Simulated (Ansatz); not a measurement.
Basis-set series for CH₆BClOSi, SMILES `OB(Cl)C[SiH3]`. Charge 0, multiplicity 1. All single points use the PBE0-D4/def2-TZVP geometry. It is one conformer, not always the lowest.

```json
{"functional": "PBE0-D4", "basis": "def2-TZVPP", "functions": "261", "energy (Eh)": "-891.24321", "HOMO (eV)": "-8.89", "LUMO (eV)": "-0.14"}
{"functional": "PBE0-D4", "basis": "def2-QZVPP", "functions": "491", "energy (Eh)": "-891.27458", "HOMO (eV)": "-8.91", "LUMO (eV)": "-0.22"}
{"functional": "ωB97M-V", "basis": "def2-TZVPP", "functions": "261", "energy (Eh)": "-891.57112", "HOMO (eV)": "-11.14", "LUMO (eV)": "1.85"}
{"functional": "ωB97M-V", "basis": "def2-QZVPP", "functions": "491", "energy (Eh)": "-891.60059", "HOMO (eV)": "-11.17", "LUMO (eV)": "1.25"}
```

(1) Give the rows for def2-SVP. (An estimate is asked.)

## Answers

(1) Ansatz gave: 
```tsv
functional	basis	functions	energy (Eh)	HOMO (eV)	LUMO (eV)
PBE0-D4	def2-SVP	108	-890.82402	-8.75	0.13
ωB97M-V	def2-SVP	108	-891.14697	-10.97	2.22
```

Positive LUMOs are unbound and depend on the basis.
